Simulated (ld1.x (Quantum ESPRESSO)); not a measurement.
Before and after: ultrasoft potential for P (Z = 15)

P, ultrasoft, made with ld1.x (Quantum ESPRESSO) 7.5 (PBEsol, non-relativistic). Core [Ne], reference 3s1.5 3p3.5. Waves: 3s (bound): rcut 1.50, rcutus 1.60 bohr; 3s channel at -0.25 Ry: rcut 1.50, rcutus 1.60 bohr; 3p (bound): rcut 1.45, rcutus 2.00 bohr; 3p channel at 3.5 Ry: rcut 1.45, rcutus 2.00 bohr. Local part: all-electron potential smoothed inside 1.60 bohr (lloc = -1). Core correction: none. Augmentation charge: built from norm-conserving waves at rcut, not smoothed further.

All-electron outer shells of the reference configuration (PBEsol, non-relativistic, ld1.x):

```json
{"shell": "2p", "level (eV)": "-125.10", "outermost node (bohr)": "–", "outermost maximum (bohr)": "0.36"}
{"shell": "3s", "level (eV)": "-14.20", "outermost node (bohr)": "0.66", "outermost maximum (bohr)": "1.58"}
{"shell": "3p", "level (eV)": "-5.78", "outermost node (bohr)": "0.64", "outermost maximum (bohr)": "1.83"}
```

Change: waves 3p (bound): rcut 1.45, rcutus 2.10 bohr; 3p channel at 3.5 Ry: rcut 1.45, rcutus 2.10 bohr.

Cutoffs: the cutoffs (Ry, on a coarse ladder) from which the occupation-weighted sum of valence levels, in a spherical-Bessel basis at the reference potential, stays within 10 and 1 mRy of its value at 400 Ry; they do not see the model core or the augmentation charge, which bear on the density cutoff. Errors are all-electron minus pseudo energies relative to the spin-unpolarised reference configuration.

Question: How do hardness, ghosts and transferability respond?

Answer: The potential gets softer (15 Ry and 21 Ry → 15 Ry and 18 Ry); of the 7 tests that both files solve, the error grows in 2 and shrinks in 0 by more than 15 % and 0.3 meV (median size 0.7 → 1.6 meV); neither file shows a bound ghost. A larger radius leaves more room for a smooth pseudo-wave, so fewer plane waves are needed.

| quantity | base | changed |
| --- | --- | --- |
| cutoff, loose | 15 Ry | 15 Ry |
| cutoff, tight | 21 Ry | 18 Ry |
| bound ghosts | none | none |
| error for 3s2 3p3, meV [ΔE -4.19 eV] | +0.4 | +0.4 |
| error for 3s2 3p2, meV [ΔE 5.52 eV] | +0.7 | +1.6 |
| error for 3s2 3p1, meV [ΔE 24.64 eV] | +9.2 | +11 |
| error for 3s1 3p4, meV [ΔE 4.23 eV] | +0.4 | +0.4 |
| error for 3s2 3p3.3, meV [ΔE -5.50 eV] | +0.6 | +0.6 |
| error for 3s0 3p5, meV [ΔE 12.78 eV] | +2.4 | +2.4 |
| error for 3s2 3p0, meV [ΔE 54.36 eV] | +48 | +48 |
| lowest overlap eigenvalue by channel | s 0.35, p 0.64 | s 0.35, p 0.55 |
